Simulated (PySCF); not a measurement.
**Nuclear quadrupole coupling in `CC[Si@]1(N)[SiH2][Si@@H](P)[SiH2]1`**

Species: C₂H₁₄NPSi₄.
Structure used (GFN2-xTB), in Å, numbered top down from 1:
```
atom  x, y, z in Å
C1    -2.9116    1.0417    0.8305
C2    -2.2642    0.5379   -0.4533
Si3   -0.6139   -0.3878   -0.1685
N4    -1.1183   -1.9451    0.4023
Si5    0.9956    0.8771    1.0756
Si6    2.5107    0.5909   -0.7424
P7     4.2329   -0.7825   -0.2935
Si8    0.8653   -0.5492   -2.0146
H9    -3.8321    1.5836    0.6171
H10   -3.1560    0.2136    1.4924
H11   -2.2386    1.7111    1.3625
H12   -2.0806    1.3878   -1.1115
H13   -2.9653   -0.1130   -0.9764
H14   -0.4300   -2.6445    0.6265
H15   -1.9142   -2.0381    1.0135
H16    0.6816    2.2696    1.4322
H17    1.4377    0.3293    2.3720
H18    3.2279    1.7546   -1.2998
H19    4.4625   -0.2955    0.9759
H20    3.4278   -1.7947    0.1921
H21    1.2164   -1.8890   -2.5014
H22    0.4558    0.1616   -3.2328
```

Field gradients from the PBE0/pcSseg-1 density (PySCF, non-relativistic), principal values in atomic units, ordered |Vxx| ≤ |Vyy| ≤ |Vzz|:

```tsv
atom	Vxx	Vyy	Vzz
N4	0.3398	0.6078	-0.9476
```

Find the asymmetry η = (Vxx − Vyy)/Vzz and the couplings χ = eQV/h (234.96 MHz × Q in barn × V in au), with Q(14N) = 0.02044 b.

```
atom             environment  nucleus     η  χzz (MHz)  χxx (MHz)  χyy (MHz)
  N4  silicon-bound nitrogen      14N  0.28     -4.551      1.632      2.919
```

What is Vzz at N4 in SI units (1 au = 9.71736 × 10²¹ V/m²)?

-0.9476 au = -9.208 × 10²¹ V/m².

What couplings would deuterons (Q(2H) = 0.00286 b) have in place of the hydrogens, at this geometry?

```
atom  bonded to  bond length (Å)  Vzz (au)     η  χzz (kHz)
  H9         C1            1.089    0.3128  0.02        210
 H10         C1            1.088    0.3160  0.03        212
 H11         C1            1.088    0.3122  0.02        210
 H12         C2            1.090    0.3130  0.02        210
 H13         C2            1.090    0.3131  0.03        210
 H14         N4            1.007    0.4304  0.17        289
 H15         N4            1.008    0.4287  0.17        288
 H16        Si5            1.471    0.1635  0.01        110
 H17        Si5            1.475    0.1607  0.01        108
 H18        Si6            1.476    0.1584  0.02        106
 H19         P7            1.379    0.2198  0.06        148
 H20         P7            1.381    0.2183  0.07        147
 H21        Si8            1.468    0.1650  0.01        111
 H22        Si8            1.469    0.1649  0.01        111
```

The structure is a single GFN2-xTB conformer in the gas phase; no vibrational or solvent corrections. GFN2-xTB bond lengths can be off by several hundredths of an ångström, more for odd bonds, and the gradients follow them. A larger basis could move these couplings by a tenth or more.

The run behind these numbers computed NMR shieldings as well. Time: 2.2 min of wall time; peak memory 1.1 GiB. Hardware: one thread, Arm Neoverse N1 (aarch64), shared host with 64 logical CPUs at a one-minute load of 60.
